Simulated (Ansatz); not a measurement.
Ansatz (an electronic-structure program) input (CCSD(T)/aug-cc-pVDZ):

Ansatz 0.2 input:
```yaml
crystal:
  periodic: [false, false, false]
  atoms:
    - {symbol: C, position_ang: [-1.58722249, -0.80952914, -0.38908962]}
    - {symbol: C, position_ang: [-0.48787175, 0.05899575, 0.21979378]}
    - {symbol: C, position_ang: [-0.42384481, 1.43919865, -0.42801241]}
    - {symbol: C, position_ang: [0.86316285, -0.65570489, 0.11768014]}
    - {symbol: O, position_ang: [1.92475347, -0.02209898, 0.68583766]}
    - {symbol: H, position_ang: [-2.56300861, -0.33247512, -0.28641935]}
    - {symbol: H, position_ang: [-1.64188098, -1.78829026, 0.09315440]}
    - {symbol: H, position_ang: [-1.40967196, -0.97163039, -1.45621544]}
    - {symbol: H, position_ang: [-0.69486554, 0.18551367, 1.28812278]}
    - {symbol: H, position_ang: [-0.25903882, 1.35279358, -1.50626041]}
    - {symbol: H, position_ang: [0.39196110, 2.02755006, -0.00737432]}
    - {symbol: H, position_ang: [-1.35544788, 1.98720571, -0.27682986]}
    - {symbol: H, position_ang: [0.80810495, -1.69410506, 0.49404897]}
    - {symbol: H, position_ang: [1.14047726, -0.78753250, -0.95115926]}
basis:
  gaussian:
    orbitals: aug-cc-pVDZ
magnetization: {spin_polarized: true, initial_magnetization: 1}
correlation: {method: ccsd_t, electrons: outside_noble_gas}
output: {forces: true}
```

Output:

```
Functional definition: HF
integrals: 1.55 GiB planned
1926 factors; integrals over basis functions are off by at most 8.2e-4 eV
0.90 GiB of device memory are held for the factors and their scratch space
mean field: 1.07 GiB planned
mean field evaluation 1: about -6294.4652 eV, gradient 3.0e1 eV
mean field evaluation 2: about -6294.4658 eV, gradient 3.0e1 eV
mean field evaluation 4: about -6300.6648 eV, gradient 4.6e0 eV
mean field evaluation 8: about -6301.0883 eV, gradient 1.1e-1 eV
mean field evaluation 16: about -6301.0897 eV, gradient 1.8e-6 eV
mean field evaluation 32: about -6301.0890 eV, gradient 2.4e-2 eV
mean field evaluation 64: about -6300.4946 eV, gradient 4.6e0 eV
mean field -6301.08973727 eV, -231.5607768127 hartree, gradient 1.8e-6 eV, S^2 0.760225; 5 other end points of the search recorded, 0 dependent functions left out
determinant -6301.08973727 eV, -231.5607768127 hartree, with singles and doubles -6323.46150683 eV, -232.3829241798 hartree
determinant -6300.93512762 eV, -231.5550950129 hartree, with singles and doubles -6323.27878697 eV, -232.3762093489 hartree
determinant -6301.08973727 eV, -231.5607768127 hartree, with singles and doubles -6323.43407875 eV, -232.3819162164 hartree
determinant -6300.93512762 eV, -231.5550950129 hartree, with singles and doubles -6323.25247216 eV, -232.3752422975 hartree
5 core orbitals not correlated
reference -6301.08973727 eV, -231.5607768127 hartree; 16, 15 occupied and 175, 176 virtual orbitals, 1926 factors
densities: 12.71 GiB planned
second order -20.45419879 eV of doubles, -0.00000000 eV of singles
coupled cluster: 10.24 GiB planned
cycle   1  -22.34434325 eV  change   -1.8e-6 eV  update   3.9e-6
cycle   2  -22.34434486 eV  change   -1.6e-6 eV  update   3.1e-6
cycle   3  -22.34434791 eV  change   -3.1e-6 eV  update   2.4e-6
cycle   4  -22.34434794 eV  change   -3.4e-8 eV  update   1.1e-6
cycle   5  -22.34434783 eV  change    1.2e-7 eV  update   9.4e-7
cycle   6  -22.34434772 eV  change    1.1e-7 eV  update   8.8e-7
coupled cluster: 15.15 GiB planned
cycle   1  -22.34435424 eV  update   8.6e-7
cycle   2  -22.34435610 eV  change   -1.9e-6 eV  update   8.0e-7
cycle   3  -22.34435678 eV  change   -6.8e-7 eV  update   7.8e-7
cycle   4  -22.34435714 eV  change   -3.6e-7 eV  update   7.6e-7
cycle   5  -22.34435676 eV  change    3.8e-7 eV  update   6.9e-7
cycle   6  -22.34435649 eV  change    2.7e-7 eV  update   5.3e-7
cycle   7  -22.34435656 eV  change   -7.3e-8 eV  update   3.7e-7
cycle   8  -22.34435643 eV  change    1.3e-7 eV  update   2.0e-7
cycle   9  -22.34435632 eV  change    1.1e-7 eV  update   9.5e-8
cycle  10  -22.34435632 eV  change   -3.4e-9 eV  update   5.0e-8
perturbative correction -0.71671003 eV, -0.0263386079 hartree
the calculation of the forces begins
densities: 20.75 GiB planned
0.62 GiB of device memory are held for the factors and their scratch space
Total energy: -6324.15080363 eV, -232.4082553699 hartree
Atom 0 at    -1.587222    -0.809529    -0.389090 Å, force     0.098303     0.046530     0.021828 eV/Å
Atom 1 at    -0.487872     0.058996     0.219794 Å, force     0.069603    -0.016727    -0.012600 eV/Å
Atom 2 at    -0.423845     1.439199    -0.428012 Å, force     0.014670    -0.095957     0.021535 eV/Å
Atom 3 at     0.863163    -0.655705     0.117680 Å, force    -0.554036    -0.300552    -0.291991 eV/Å
Atom 4 at     1.924753    -0.022099     0.685838 Å, force     0.735930     0.474250     0.402988 eV/Å
Atom 5 at    -2.563009    -0.332475    -0.286419 Å, force    -0.435034     0.223308     0.052902 eV/Å
Atom 6 at    -1.641881    -1.788290     0.093154 Å, force    -0.020165    -0.431911     0.223229 eV/Å
Atom 7 at    -1.409672    -0.971630    -1.456215 Å, force     0.095564    -0.063016    -0.478309 eV/Å
Atom 8 at    -0.694866     0.185514     1.288123 Å, force    -0.098531     0.057357     0.463582 eV/Å
Atom 9 at    -0.259039     1.352794    -1.506260 Å, force     0.075829    -0.062032    -0.477694 eV/Å
Atom 10 at     0.391961     2.027550    -0.007374 Å, force     0.363631     0.269095     0.195082 eV/Å
Atom 11 at    -1.355448     1.987206    -0.276830 Å, force    -0.420039     0.239945     0.075517 eV/Å
Atom 12 at     0.808105    -1.694105     0.494049 Å, force    -0.028270    -0.337428     0.166788 eV/Å
Atom 13 at     1.140477    -0.787532    -0.951159 Å, force     0.102545    -0.002863    -0.362857 eV/Å
Dipole moment:    -0.336871    -0.160336    -0.160048 e Å
```

It need not be the lowest isomer of its formula.
